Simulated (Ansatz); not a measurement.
Ge$_{4}$H$_{12}$Si$_{2}$ (`[SiH2]1[GeH2][SiH2][GeH2][GeH2][GeH2]1`), relaxed with RKS PBE0-D4/def2-TZVP in the Gaussian-basis code of Ansatz from a GFN2-xTB geometry. The force threshold is 0.005 eV/Å; the program also tests the step.

The species carries charge 0 and has multiplicity 1.

Start:

```xyz
18

Si    0.420   -2.153   -0.550
Ge   -1.647   -1.505    0.390
Si   -1.918    0.784    0.900
Ge   -0.632    1.962   -0.685
Ge    1.727    1.578   -0.409
Ge    2.027   -0.685    0.353
H     0.376   -1.923   -2.000
H     0.754   -3.563   -0.341
H    -1.947   -2.343    1.618
H    -2.782   -1.979   -0.497
H    -3.313    1.224    0.945
H    -1.334    1.045    2.223
H    -0.972    1.462   -2.081
H    -0.952    3.435   -0.843
H     2.507    1.841   -1.682
H     2.342    2.587    0.541
H     1.869   -0.636    1.865
H     3.473   -1.132    0.253
```

```tsv
step	energy (eV)	largest force (eV/Å)	largest move (Å)
1	-241990.8180	0.601	0.000
2	-241990.9933	0.282	0.145
3	-241991.0656	0.076	0.099
4	-241991.0690	0.017	0.021
5	-241991.0708	0.011	0.036
6 (rejected)	-241991.0648	0.126	0.036
7	-241991.0710	0.003	0.012
8	-241991.0710	0.002	0.006
```

End:

```xyz
18

Si    0.422   -2.093   -0.528
Ge   -1.710   -1.561    0.404
Si   -1.867    0.774    0.869
Ge   -0.646    1.971   -0.785
Ge    1.724    1.575   -0.406
Ge    2.063   -0.677    0.451
H     0.386   -1.819   -1.992
H     0.735   -3.535   -0.330
H    -1.918   -2.364    1.703
H    -2.822   -1.966   -0.583
H    -3.292    1.200    0.932
H    -1.239    1.042    2.193
H    -1.023    1.437   -2.181
H    -0.950    3.480   -0.757
H     2.502    1.744   -1.725
H     2.262    2.607    0.602
H     1.874   -0.661    1.980
H     3.497   -1.154    0.155
```

Run time 14 s (6 threads of an AMD EPYC 7R13 on a shared host and a share of an NVIDIA H100 80 GB); peak host memory 1.3 GiB.
